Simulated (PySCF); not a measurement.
# Structure from 2D NMR

Compound of formula C8H10FN. Correlations simulated from computed shifts and the bond graph:

HSQC (one-bond C–H):
```csv
δH,δC
7.24,135.7
6.49,106.9
6.16,108.9
6.10,100.8
2.92,41.2
```

COSY cross peaks (H two or three bonds apart, from the bond graph; peaks can be absent where the dihedral angle is near 90°):
```csv
δH,δH
7.24,6.49
7.24,6.16
```

HMBC (two and three bonds, from the bond graph):
```csv
δH,δC
7.24,"171.8, 152.9, 108.9, 106.9"
6.49,"171.8, 135.7, 108.9, 100.8"
6.16,"152.9, 135.7, 106.9, 100.8"
6.10,"171.8, 152.9, 108.9, 106.9"
2.92,"152.9, 41.2"
```

Carbons without hydrogens: δ 171.8, 152.9.

Theory: structure optimised with PBE0-D3(BJ)/def2-SVP, PBE0/pcSseg-1 with gauge-including orbitals, in PySCF 2.14.0 with density-fitted response routines (relativity neglected, one computed conformer, equivalent nuclei averaged, isolated molecule).

δ = σ(ref) − σ, references computed at the same level: TMS for 1H (σref 31.27) and 13C (σref 184.41).

Exchangeable hydrogens are left out of these lists.

Assemble the structure.

Answers

SMILES CN(C)c1cccc(F)c1.

Mapped SMILES: `[CH3:1][N:2]([CH3:3])[c:4]1[cH:5][cH:6][cH:7][c:8]([F:9])[cH:10]1`. Each H is labelled by its parent atom.

1. δC 171.8 is C8, an aromatic carbon bearing fluorine.
2. δC 152.9 is C4, an aromatic carbon bearing nitrogen.
3. δC 135.7 is C6, an aromatic CH (δH 7.24).
4. δC 108.9 is C5, an aromatic CH (δH 6.16).
5. δC 106.9 is C7, an aromatic CH (δH 6.49).
6. δC 100.8 is C10, an aromatic CH (δH 6.10).
7. δC 41.2 is C1/C3, a methyl carbon bonded to N (δH 2.92).
8. HMBC from δH 7.24 reaches the proton-free carbons C8, C4.
9. HMBC from δH 6.49 reaches the proton-free carbon C8.
10. HMBC from δH 6.16 reaches the proton-free carbon C4.
11. HMBC from δH 6.10 reaches the proton-free carbons C8, C4.
12. COSY links 7.24–6.49, 7.24–6.16.

The shifts were computed for this structure.

Shifts are as computed. Against solution values, carbons near 30 ppm lie about +2 ppm off and those near 130 ppm about +5 ppm. Of 1211 compounds with measured shifts, 218 miss one by over three times the rms of a fit or turn the order of signals round; such compounds aren't used in these exercises.
